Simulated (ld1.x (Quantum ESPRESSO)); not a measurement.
## Building the TM potential for Ag (PBE, fully relativistic).

Input for ld1.x (Quantum ESPRESSO) 7.5:

```
&input
   title='Ag', zed=47., rel=2, dft='PBE', iswitch=3,
   config='[Kr] 4d10 5s0.5 5p0', rel_dist='average',
   nld=5, rlderiv=1.60, eminld=-9.0, emaxld=5.0, deld=0.04
 /
 &inputp
   pseudotype=2, tm=.true., lloc=-1, rcloc=1.30,
   nlcc=.false.,
   file_pseudopw='Ag.UPF', file_wfcaegen='ae.wfc', file_wfcncgen='nc.wfc', file_beta='beta', file_chi='chi'
 /
3
4S  1  0   2.00   0.00  1.30  1.30  0.0
4P  2  1   6.00   0.00  1.45  1.45  0.0
4D  3  2  10.00   0.00  1.20  1.20  0.0
 &test
   configts(1)='4s2 4p6 4d10 5s0.5 5p0'
 /
```

Command:

```bash
ld1.x < Ag.in > Ag.out
```

Output (shortened: banner, matrices, multipoles, cross overlaps and the repeated all-electron block are left out):

```
Program LD1 v.7.5
     --------------------------- All-electron run ----------------------------

     Ag
     dirac relativistic calculation

     atomic number is 47.00
     dft =PBE   lsd =0 sic =0 latt =0  beta=0.20 tr2=1.0E-14
     Exchange-correlation= PBE
                           (   1   4   3   4   0   0   0)
     mesh =1237 r(mesh) =  99.46963 a.u. xmin = -7.00 dx = 0.01250
     1 Ry =  13.60569312 eV, c = 137.03599908

     n l j   nl                  e(Ry)          e(Ha)          e(eV)
     Spin orbit split results
     1 0 0.5 1S 1( 2.00)     -1860.9474      -930.4737    -25319.4798
     2 0 0.5 2S 1( 2.00)      -274.1666      -137.0833     -3730.2271
     2 1 0.5 2P 1( 2.00)      -254.7930      -127.3965     -3466.6357
     2 1 1.5 2P 1( 4.00)      -241.9066      -120.9533     -3291.3063
     3 0 0.5 3S 1( 2.00)       -50.4977       -25.2488      -687.0562
     3 1 0.5 3P 1( 2.00)       -42.7925       -21.3962      -582.2216
     3 1 1.5 3P 1( 4.00)       -40.5183       -20.2592      -551.2801
     4 0 0.5 4S 1( 2.00)        -7.2706        -3.6353       -98.9215
     4 1 0.5 4P 1( 2.00)        -4.8497        -2.4248       -65.9835
     4 1 1.5 4P 1( 4.00)        -4.4764        -2.2382       -60.9048
     3 2 1.5 3D 1( 4.00)       -26.8822       -13.4411      -365.7504
     3 2 2.5 3D 1( 6.00)       -26.4242       -13.2121      -359.5200
     4 2 1.5 4D 1( 4.00)        -0.8605        -0.4303       -11.7077
     4 2 2.5 4D 1( 6.00)        -0.8193        -0.4096       -11.1467
     5 0 0.5 5S 1( 0.50)        -0.5671        -0.2835        -7.7157
     5 1 0.5 5P 1( 0.00)        -0.2554        -0.1277        -3.4747
     5 1 1.5 5P 1( 0.00)        -0.2417        -0.1208        -3.2884
     Averaged results
     1 0     1S 1( 2.00)     -1860.9474      -930.4737    -25319.4798
     2 0     2S 1( 2.00)      -274.1666      -137.0833     -3730.2271
     2 1     2P 1( 6.00)      -246.2020      -123.1010     -3349.7495
     3 0     3S 1( 2.00)       -50.4977       -25.2488      -687.0562
     3 1     3P 1( 6.00)       -41.2764       -20.6382      -561.5940
     4 0     4S 1( 2.00)        -7.2706        -3.6353       -98.9215
     4 1     4P 1( 6.00)        -4.6008        -2.3004       -62.5977
     3 2     3D 1(10.00)       -26.6074       -13.3037      -362.0121
     4 2     4D 1(10.00)        -0.8358        -0.4179       -11.3711
     5 0     5S 1( 0.50)        -0.5671        -0.2835        -7.7157
     5 1     5P 1( 0.00)        -0.2463        -0.1231        -3.3505

     final scf error:  2.5E-15 reached in  30 iterations

     Etot =  -10634.265911 Ry,   -5317.132956 Ha, -144686.558579 eV

     Ekin =   11129.314230 Ry,    5564.657115 Ha,  151422.034087 eV
     Encl =  -25777.089249 Ry,  -12888.544625 Ha, -350715.165928 eV
     Eh   =    4312.236218 Ry,    2156.118109 Ha,   58670.962650 eV
     Exc  =    -298.727110 Ry,    -149.363555 Ha,   -4064.389388 eV

     normalization and overlap integrals

     s(1S/1S) =  1.000000  <r> =   0.0311  <r2> =    0.0013  r(max) =   0.0202
     s(2S/2S) =  1.000000  <r> =   0.1345  <r2> =    0.0214  r(max) =   0.1136
     s(2P/2P) =  1.000000  <r> =   0.1141  <r2> =    0.0160  r(max) =   0.0885
     s(2P/2P) =  1.000000  <r> =   0.1192  <r2> =    0.0173  r(max) =   0.0930
     s(3S/3S) =  1.000000  <r> =   0.3683  <r2> =    0.1553  r(max) =   0.3328
     s(3P/3P) =  1.000000  <r> =   0.3600  <r2> =    0.1508  r(max) =   0.3206
     s(3P/3P) =  1.000000  <r> =   0.3709  <r2> =    0.1598  r(max) =   0.3287
     s(4S/4S) =  1.000000  <r> =   0.9124  <r2> =    0.9441  r(max) =   0.8186
     s(4P/4P) =  1.000000  <r> =   0.9800  <r2> =    1.1019  r(max) =   0.8606
     s(4P/4P) =  1.000000  <r> =   1.0117  <r2> =    1.1750  r(max) =   0.8824
     s(3D/3D) =  1.000000  <r> =   0.3437  <r2> =    0.1409  r(max) =   0.2725
     s(3D/3D) =  1.000000  <r> =   0.3472  <r2> =    0.1436  r(max) =   0.2759
     s(4D/4D) =  1.000000  <r> =   1.3889  <r2> =    2.3810  r(max) =   1.0252
     s(4D/4D) =  1.000000  <r> =   1.4130  <r2> =    2.4704  r(max) =   1.0381
     s(5S/5S) =  1.000000  <r> =   2.9782  <r2> =   10.2187  r(max) =   2.4287
     s(5P/5P) =  1.000000  <r> =   4.1239  <r2> =   19.9109  r(max) =   3.2377
     s(5P/5P) =  1.000000  <r> =   4.2770  <r2> =   21.3821  r(max) =   3.4037

     ------------------------ End of All-electron run ------------------------

     --------------------- Generating NC pseudopotential ---------------------

      Generating local potential from pseudized AE potential:
      Matching radius rcloc =   1.3000

      Local pseudo, rcloc= 1.316 Estimated cut-off energy=    14.53 Ry

     Fully relativistic calculation: |psi|^2

     Wfc 4S LC norm =  0.99955943 SC norm =  0.00043941 missing  0.00000116

     Wfc 4P LC norm =  0.99961757 SC norm =  0.00038173 missing  0.00000071

     Wfc 4P LC norm =  0.99963771 SC norm =  0.00035896 missing  0.00000333

     Wfc 4D LC norm =  0.99979082 SC norm =  0.00020909 missing  0.00000010

     Wfc 4D LC norm =  0.99979665 SC norm =  0.00019045 missing  0.00001290

      Wfc   4S  rcut= 1.316  Using Troullier-Martins method

      Wfc   4P  rcut= 1.455  Using Troullier-Martins method

      Wfc   4P  rcut= 1.455  Using Troullier-Martins method

      Wfc   4D  rcut= 1.191  Using Troullier-Martins method

      Wfc   4D  rcut= 1.191  Using Troullier-Martins method

     ------------------- End of pseudopotential generation -------------------

     Computing logarithmic derivative in   1.59779
     Computing logarithmic derivative in   1.59779
     Computing the partial wave expansion
     R is outside the sphere for l=    0 j= 0.50
     R is outside the sphere for l=    1 j= 0.50
     R is outside the sphere for l=    1 j= 1.50
     R is outside the sphere for l=    2 j= 1.50
     R is outside the sphere for l=    2 j= 2.50

     ---------------------- Testing the pseudopotential ----------------------

     Ag
     dirac relativistic calculation

     atomic number is 47.00   valence charge is 19.00
     dft =PBE   lsd =0 sic =0 latt =0  beta=0.20 tr2=1.0E-14
     mesh =1237 r(mesh) =  99.46963 xmin = -7.00 dx = 0.01250

     n l  j  nl             e AE (Ry)       e PS (Ry)    De AE-PS (Ry)
     1 0 0.5 4S   1( 2.00)       -7.27060       -7.27060        0.00001
     2 1 0.5 4P   1( 2.00)       -4.84970       -4.84970        0.00000
     2 1 1.5 4P   1( 4.00)       -4.47642       -4.47643        0.00001
     3 2 1.5 4D   1( 4.00)       -0.86050       -0.86041       -0.00009
     3 2 2.5 4D   1( 6.00)       -0.81927       -0.81931        0.00004
     2 0 0.5 5S   1( 0.50)       -0.56709       -0.58475        0.01766  !
     3 1 0.5 5P   1( 0.00)       -0.25539       -0.25670        0.00131
     3 1 1.5 5P   1( 0.00)       -0.24170       -0.24322        0.00153

     eps = 1.7E-15  iter = 15

     Etot =  -10634.265911 Ry,   -5317.132956 Ha, -144686.558579 eV
     Etotps =  -293.844402 Ry,    -146.922201 Ha,   -3997.956764 eV

     Ekin =     106.974703 Ry,      53.487352 Ha,    1455.464984 eV
     Encl =    -639.136087 Ry,    -319.568044 Ha,   -8695.889470 eV
     Ehrt =     251.439047 Ry,     125.719524 Ha,    3421.002516 eV
     Ecxc =     -27.680022 Ry,     -13.840011 Ha,    -376.605884 eV
     Epseu=      14.557957 Ry,       7.278978 Ha,     198.071090 eV

     ---------------------- End of pseudopotential test ----------------------
```

Generation and configuration tests took about 2 s on one core of a shared server CPU.

Transferability test of the new file with ld1.x, input:

```
&input
   title='Ag', zed=47., rel=2, dft='PBE', iswitch=2,
   config='[Kr] 4d10 5s0.5 5p0', rel_dist='average'
 /
 &test
   file_pseudo='Ag.UPF', nconf=8,
   configts(1)='4s2 4p6 4d10 5s0.5 5p0',
   configts(2)='4s2 4p6 4d10 5s1 5p0',
   configts(3)='4s2 4p6 4d10 5s0 5p0',
   configts(4)='4s2 4p6 4d9 5s0 5p0',
   configts(5)='4s1 4p6 4d10 5s1 5p0',
   configts(6)='4s2 4p6 4d7 5s0 5p0',
   configts(7)='4s2 4p6 4d9 5s2 5p0',
   configts(8)='4s2 4p6 4d10 5s0 5p1'
 /
```

```bash
ld1.x < Ag.test.in > Ag.test.out
```

Pseudopotential blocks of its output, shortened (energy terms left out):

```
     ---------------------- Testing the pseudopotential ----------------------

     n l  j  nl             e AE (Ry)       e PS (Ry)    De AE-PS (Ry)
     1 0 0.5 4S   1( 2.00)       -7.27060       -7.27060        0.00001
     2 1 0.5 4P   1( 2.00)       -4.84970       -4.84970        0.00000
     2 1 1.5 4P   1( 4.00)       -4.47642       -4.47643        0.00001
     3 2 1.5 4D   1( 4.00)       -0.86050       -0.86041       -0.00009
     3 2 2.5 4D   1( 6.00)       -0.81927       -0.81931        0.00004
     2 0 0.5 5S   1( 0.50)       -0.56709       -0.58475        0.01766  !
     3 1 0.5 5P   1( 0.00)       -0.25539       -0.25670        0.00131
     3 1 1.5 5P   1( 0.00)       -0.24170       -0.24322        0.00153

     eps = 3.3E-15  iter = 15

     Etot =  -10634.265911 Ry,   -5317.132956 Ha, -144686.558580 eV
     Etotps =  -293.844402 Ry,    -146.922201 Ha,   -3997.956766 eV

     ---------------------- End of pseudopotential test ----------------------

          ---------------------- Testing the pseudopotential ----------------------

     n l  j  nl             e AE (Ry)       e PS (Ry)    De AE-PS (Ry)
     1 0 0.5 4S   1( 2.00)       -6.98194       -6.97643       -0.00551  !
     2 1 0.5 4P   1( 2.00)       -4.56013       -4.55461       -0.00552  !
     2 1 1.5 4P   1( 4.00)       -4.18645       -4.18107       -0.00538  !
     3 2 1.5 4D   1( 4.00)       -0.57197       -0.56721       -0.00476
     3 2 2.5 4D   1( 6.00)       -0.53105       -0.52647       -0.00458
     2 0 0.5 5S   1( 1.00)       -0.32382       -0.33644        0.01263  !
     3 1 0.5 5P   1( 0.00)       -0.05984       -0.05922       -0.00062
     3 1 1.5 5P   1( 0.00)       -0.05179       -0.05136       -0.00043

     eps = 9.1E-16  iter = 16

     Etot =  -10634.487715 Ry,   -5317.243857 Ha, -144689.576367 eV
     Etotps =  -294.073768 Ry,    -147.036884 Ha,   -4001.077445 eV
     dEtot_ae =      -0.221803 Ry
     dEtot_ps =      -0.229366 Ry,   Delta E=       0.007562 Ry

     ---------------------- End of pseudopotential test ----------------------

          ---------------------- Testing the pseudopotential ----------------------

     n l  j  nl             e AE (Ry)       e PS (Ry)    De AE-PS (Ry)
     1 0 0.5 4S   1( 2.00)       -7.58630       -7.59250        0.00620  !
     2 1 0.5 4P   1( 2.00)       -5.16629       -5.17248        0.00619  !
     2 1 1.5 4P   1( 4.00)       -4.79340       -4.79943        0.00603  !
     3 2 1.5 4D   1( 4.00)       -1.17456       -1.17950        0.00494
     3 2 2.5 4D   1( 6.00)       -1.13293       -1.13795        0.00502  !
     2 0 0.5 5S   1( 0.00)       -0.82952       -0.85261        0.02309  !
     3 1 0.5 5P   1( 0.00)       -0.47604       -0.48015        0.00411
     3 1 1.5 5P   1( 0.00)       -0.45689       -0.46130        0.00441

     eps = 8.0E-15  iter = 15

     Etot =  -10633.917417 Ry,   -5316.958708 Ha, -144681.817070 eV
     Etotps =  -293.485753 Ry,    -146.742876 Ha,   -3993.077088 eV
     dEtot_ae =       0.348495 Ry
     dEtot_ps =       0.358650 Ry,   Delta E=      -0.010155 Ry

     ---------------------- End of pseudopotential test ----------------------

          ---------------------- Testing the pseudopotential ----------------------

     n l  j  nl             e AE (Ry)       e PS (Ry)    De AE-PS (Ry)
     1 0 0.5 4S   1( 2.00)       -8.63861       -8.64513        0.00652  !
     2 1 0.5 4P   1( 2.00)       -6.20899       -6.21574        0.00675  !
     2 1 1.5 4P   1( 4.00)       -5.83177       -5.83848        0.00672  !
     3 2 1.5 4D   1( 3.60)       -2.15042       -2.15623        0.00581  !
     3 2 2.5 4D   1( 5.40)       -2.10507       -2.11099        0.00592  !
     2 0 0.5 5S   1( 0.00)       -1.52803       -1.56315        0.03512  !
     3 1 0.5 5P   1( 0.00)       -1.07709       -1.08399        0.00690  !
     3 1 1.5 5P   1( 0.00)       -1.04418       -1.05193        0.00775  !

     eps = 5.8E-15  iter = 15

     Etot =  -10632.291987 Ry,   -5316.145993 Ha, -144659.701964 eV
     Etotps =  -291.854843 Ry,    -145.927421 Ha,   -3970.887425 eV
     dEtot_ae =       1.973925 Ry
     dEtot_ps =       1.989560 Ry,   Delta E=      -0.015635 Ry

     ---------------------- End of pseudopotential test ----------------------

          ---------------------- Testing the pseudopotential ----------------------

     n l  j  nl             e AE (Ry)       e PS (Ry)    De AE-PS (Ry)
     1 0 0.5 4S   1( 1.00)       -8.05092       -8.04829       -0.00263
     2 1 0.5 4P   1( 2.00)       -5.60945       -5.60569       -0.00376
     2 1 1.5 4P   1( 4.00)       -5.22643       -5.22198       -0.00446
     3 2 1.5 4D   1( 4.00)       -1.51887       -1.51072       -0.00814  !
     3 2 2.5 4D   1( 6.00)       -1.47251       -1.46446       -0.00804  !
     2 0 0.5 5S   1( 1.00)       -0.94549       -0.97049        0.02500  !
     3 1 0.5 5P   1( 0.00)       -0.55496       -0.55559        0.00063
     3 1 1.5 5P   1( 0.00)       -0.53184       -0.53313        0.00129

     eps = 6.6E-15  iter = 24

     Etot =  -10626.988521 Ry,   -5313.494260 Ha, -144587.544636 eV
     Etotps =  -286.578473 Ry,    -143.289237 Ha,   -3899.098766 eV
     dEtot_ae =       7.277391 Ry
     dEtot_ps =       7.265929 Ry,   Delta E=       0.011462 Ry

     ---------------------- End of pseudopotential test ----------------------

          ---------------------- Testing the pseudopotential ----------------------

     n l  j  nl             e AE (Ry)       e PS (Ry)    De AE-PS (Ry)
     1 0 0.5 4S   1( 2.00)      -11.11066      -11.11583        0.00517  !
     2 1 0.5 4P   1( 2.00)       -8.64989       -8.65556        0.00567  !
     2 1 1.5 4P   1( 4.00)       -8.25838       -8.26450        0.00611  !
     3 2 1.5 4D   1( 2.80)       -4.43380       -4.43896        0.00516  !
     3 2 2.5 4D   1( 4.20)       -4.38062       -4.38602        0.00540  !
     2 0 0.5 5S   1( 0.00)       -3.16180       -3.23386        0.07206  !
     3 1 0.5 5P   1( 0.00)       -2.55074       -2.56596        0.01522  !
     3 1 1.5 5P   1( 0.00)       -2.49020       -2.50844        0.01824  !

     eps = 6.8E-15  iter = 12

     Etot =  -10625.831394 Ry,   -5312.915697 Ha, -144571.801121 eV
     Etotps =  -285.382388 Ry,    -142.691194 Ha,   -3882.825197 eV
     dEtot_ae =       8.434518 Ry
     dEtot_ps =       8.462014 Ry,   Delta E=      -0.027497 Ry

     ---------------------- End of pseudopotential test ----------------------

          ---------------------- Testing the pseudopotential ----------------------

     n l  j  nl             e AE (Ry)       e PS (Ry)    De AE-PS (Ry)
     1 0 0.5 4S   1( 2.00)       -7.28640       -7.26556       -0.02084  !
     2 1 0.5 4P   1( 2.00)       -4.85546       -4.83503       -0.02043  !
     2 1 1.5 4P   1( 4.00)       -4.47767       -4.45797       -0.01970  !
     3 2 1.5 4D   1( 3.60)       -0.81356       -0.79736       -0.01620  !
     3 2 2.5 4D   1( 5.40)       -0.76972       -0.75387       -0.01585  !
     2 0 0.5 5S   1( 2.00)       -0.40806       -0.41997        0.01191  !
     3 1 0.5 5P   1( 0.00)       -0.09887       -0.09553       -0.00334
     3 1 1.5 5P   1( 0.00)       -0.08669       -0.08388       -0.00281

     eps = 1.7E-15  iter = 21

     Etot =  -10634.187965 Ry,   -5317.093983 Ha, -144685.498067 eV
     Etotps =  -293.796296 Ry,    -146.898148 Ha,   -3997.302240 eV
     dEtot_ae =       0.077946 Ry
     dEtot_ps =       0.048107 Ry,   Delta E=       0.029839 Ry

     ---------------------- End of pseudopotential test ----------------------

          ---------------------- Testing the pseudopotential ----------------------

     n l  j  nl             e AE (Ry)       e PS (Ry)    De AE-PS (Ry)
     1 0 0.5 4S   1( 2.00)       -7.13006       -7.13357        0.00351
     2 1 0.5 4P   1( 2.00)       -4.70919       -4.71280        0.00361
     2 1 1.5 4P   1( 4.00)       -4.33593       -4.33942        0.00349
     3 2 1.5 4D   1( 4.00)       -0.71800       -0.72060        0.00260
     3 2 2.5 4D   1( 6.00)       -0.67665       -0.67935        0.00270
     2 0 0.5 5S   1( 0.00)       -0.42285       -0.44112        0.01827  !
     3 1 0.5 5P   1( 0.33)       -0.13161       -0.13360        0.00199
     3 1 1.5 5P   1( 0.67)       -0.12090       -0.12301        0.00212

     eps = 8.4E-15  iter = 12

     Etot =  -10634.203851 Ry,   -5317.101926 Ha, -144685.714207 eV
     Etotps =  -293.775287 Ry,    -146.887643 Ha,   -3997.016398 eV
     dEtot_ae =       0.062060 Ry
     dEtot_ps =       0.069116 Ry,   Delta E=      -0.007056 Ry

     ---------------------- End of pseudopotential test ----------------------
```
